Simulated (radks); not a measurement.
Yb54+, 16 electrons, occupied as [Ne] 3s2 3p4.

Calculated with a radial shooting solver on a logarithmic mesh with Libxc functionals: Dirac Kohn-Sham, exchange-only PBE, spin-unpolarised, spherical densities, finite nucleus; open shells fill j = l - 1/2 first; Fermi nuclear charge, rms radius 5.3108 fm.

Energy parts (hartree):
| part | energy |
|---|---|
| total | -11063.6418 |
| kinetic | 12574.1150 |
| electron-nucleus | -24694.0039 |
| Hartree | 1211.5493 |
| exchange | -155.3022 |

Orbitals (lengths in bohr, moments of r in powers of bohr):
orbital  occ.  eigenvalue (hartree)      <r^2>
1s1/2       2             -2393.445  0.0005298
2s1/2       2             -521.4242   0.007963
2p1/2       2             -505.5319   0.005711
2p3/2       4             -466.2221   0.006857
3s1/2       2             -206.0361    0.04553
3p1/2       2             -200.1140    0.04100
3p3/2       2             -189.9425    0.04574

The highest occupied level is 3p3/2 at -5168.6 eV. The density falls to 0.001 e/bohr^3 at r = 0.60 bohr. The electron density at the nucleus is 1.028e+06 e/bohr^3. Summed over all electrons, <r^2> = 0.3204 bohr^2, which gives a Langevin (diamagnetic) susceptibility term of -0.254 x 10^-6 cm^3/mol. For comparison, the ionisation energy in NIST's Atomic Spectra Database is 5224 eV (theoretical). In exact Kohn-Sham theory the highest level is minus the ionisation energy, but local and semilocal functionals leave it too shallow, through self-interaction and a potential that decays too fast; potentials with the right tail come closer.

Beside tabulated values, note that spin-unpolarised runs miss the spin-polarisation part of the exchange energy of open shells.
